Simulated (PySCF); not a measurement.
Simulated absorption spectrum

Compound: C₂H₉GaS.
Atom-mapped SMILES: `[CH3:1][S+:2]([CH3:3])[GaH3-:4]` (hydrogens: H5, H6, H7 on C1; H8, H9, H10 on C3; H11, H12, H13 on Ga4)

Theory: PySCF, TDDFT CAM-B3LYP/def2-SVPD, vertical, gas phase, core orbitals frozen in the response. Geometry: PBE0-D3(BJ)/def2-SVP; no solvent, vibrations or thermal averaging. Relativistic effects, spin–orbit coupling among them, are left out although an element past zinc is present.

Computed states:

| state | E (eV) | f |
| --- | --- | --- |
| S1 | 6.45 | 0.0025 |
| S2 | 6.67 | 0.0044 |
| S3 | 6.76 | 0.0001 |
| S4 | 6.98 | 0.086 |
| S5 | 7.37 | 0.121 |
| S6 | 7.39 | 0.048 |
| S7 | 7.49 | 0.0049 |
| S8 | 7.53 | 0.113 |
| S9 | 7.58 | 0.023 |
| S10 | 7.87 | 0.244 |

Each state is given a Gaussian of 0.3 eV full width at half maximum, with ε(max) = 2.175×10⁸ f / Δν̃ (Δν̃ the width in cm⁻¹). The width is an assumption, not a result. The curve ends short of the highest state used, and states not computed would add to its high-energy end.

Question: Give the broadened spectrum and its maxima.

Answer: 
| E (eV) | ε (L mol⁻¹ cm⁻¹) |
| --- | --- |
| 6.00 | 0 |
| 6.04 | 1 |
| 6.09 | 4 |
| 6.13 | 9 |
| 6.18 | 24 |
| 6.22 | 44 |
| 6.26 | 75 |
| 6.31 | 129 |
| 6.35 | 182 |
| 6.39 | 237 |
| 6.44 | 305 |
| 6.48 | 356 |
| 6.52 | 408 |
| 6.57 | 485 |
| 6.61 | 577 |
| 6.65 | 733 |
| 6.70 | 1119 |
| 6.74 | 1684 |
| 6.79 | 2829 |
| 6.83 | 4084 |
| 6.87 | 5487 |
| 6.92 | 7040 |
| 6.96 | 7770 |
| 7.00 | 7869 |
| 7.05 | 7260 |
| 7.09 | 6618 |
| 7.13 | 6372 |
| 7.18 | 7282 |
| 7.22 | 9217 |
| 7.27 | 12880 |

Maxima: 177 nm (6.99 eV), ε about 7900, made up of S4 (98%) (ε in L mol⁻¹ cm⁻¹; maxima over ε = 5, shares over 10%). At its high-energy end, 7.27 eV, the curve is still rising (ε about 13000, from S5 and S6).

Question: On this curve, what absorbance would a 10⁻³ mol/L sample give at 193 nm over a 1 cm path?

Answer: 193 nm is 6.424 eV, where ε is about 280 L mol⁻¹ cm⁻¹, so A = ε c l ≈ 0.28 (Beer–Lambert, with the gas-phase spectrum and the assumed width).

Question: What would ε be at 6.99 eV, the highest of these maxima, with half the width (0.15 eV)?

Answer: About 15300 L mol⁻¹ cm⁻¹ against 7910, a factor of about 1.9; a lone state at its own centre would give exactly 2.

Question: Coming from long wavelengths, where does ε first pass 100 L mol⁻¹ cm⁻¹?

Answer: At about 197 nm (6.29 eV), 0.17 eV below S1.

The vertical ionisation energy (ΔSCF) is 9.85 eV, 1.98 eV above S10.
